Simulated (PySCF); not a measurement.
B(OH)(SeH)2 (BH₃OSe₂), SMILES B([SeH])([SeH])O. Geometry: PBE0-D3(BJ)/def2-SVP. This is a generated structure with no PubChem entry under its InChIKey; it may be hypothetical. The values are those of a single conformer.

Calculation: PySCF 2.14.0 with PBE0-D3(BJ)/def2-SVP.

Harmonic wavenumbers (cm⁻¹): 145, 160, 278, 302, 398, 445, 485, 681, 757, 822, 1083, 1366, 2432, 2462, 3920. Rotational constants (GHz): 5.293, 1.102, 0.9120; symmetry number 1.

Problem. Work out the zero-point energy and the ideal-gas rigid-rotor harmonic-oscillator thermochemistry at 298.15 K and 1 atm.

Solution. ZPE = ½ Σ hcν = ½ × 15736 cm⁻¹ = 22.50 kcal/mol. H − E(el) = 26.92 kcal/mol. Entropy in cal/(mol K): translation 41.60, rotation 28.49, vibration 11.56, total 81.65. G − E(el) = 2.58 kcal/mol. Cp = 21.89 cal/(mol K). Modes under 150 cm⁻¹ make the vibrational entropy uncertain.
